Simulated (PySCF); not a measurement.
IrO4, SMILES [O]=[Ir+](=[O])(=[O])=[O], charge +1, multiplicity 1.

Coordinates come from a PBE0-D3(BJ)/def2-SVP optimisation. The multiplicity is an assumed one; other spin states were not compared. The def2 effective core potentials stand for the cores of Ir; spin–orbit coupling is left out.

All values below come from PBE0-D3(BJ)/def2-SVP in PySCF.

Frequencies are harmonic and unscaled.

Modes within 1.5 cm⁻¹ of each other (mostly degenerate sets) share a row, with their intensities summed.

Computed normal modes with their intensities:
| mode | ν (cm⁻¹) | IR (km/mol) | moving atoms (share of kinetic energy) |
|---|---|---|---|
| 1–3 | 342 | 7.9 | O 85 %, Ir 15 % |
| 4–5 | 344 | 0.0 | O 100 % |
| 6–9 | 1023 | 128.8 | O 100 % |
